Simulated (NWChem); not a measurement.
System: BH$_{2}$O$_{2}$Cl; SMILES OB(O)Cl

Here is an NWChem input.

```
start job
memory heap 200 mb stack 900 mb global 1100 mb
geometry units angstroms noautosym nocenter noautoz
  B     -0.018430     0.443763     0.000000
  Cl     0.023555    -1.341719     0.000000
  O     -1.234863     1.049285     0.000000
  H     -1.137150     2.019658     0.000000
  O      1.136216     1.175458     0.000000
  H      1.928906     0.610853     0.000000
end
basis spherical
  * library def2-svp
end
dft
  xc b3lyp
  iterations 150
  mulliken
end
task dft energy
esp
  recalculate
  probe 0.07
  range 0.3
  factor 1.0
  spacing 0.02
end
task esp
```

Structure relaxed at the PBE-D3(BJ)/def2-SVP level. B3LYP is NWChem's, with the RPA form of VWN correlation.

Atomic charges in e: unrestrained fits to the electrostatic potential beside Mulliken populations; buried atoms are poorly determined by the fit.

Atoms are numbered as in the input.

Task: Give the results of this calculation. (B3LYP/def2-SVP.) Quantities: ESP B1; Mulliken B1; ESP Cl2; Mulliken Cl2; ESP O3; Mulliken O3; ESP O5; Mulliken O5; relative RMS misfit of the potential (%).

Result: 
```yaml
ESP B1: 0.63
Mulliken B1: 0.01
ESP Cl2: -0.23
Mulliken Cl2: -0.14
ESP O3: -0.61
Mulliken O3: -0.12
ESP O5: -0.61
Mulliken O5: -0.14
relative RMS misfit of the potential (%): 21
```
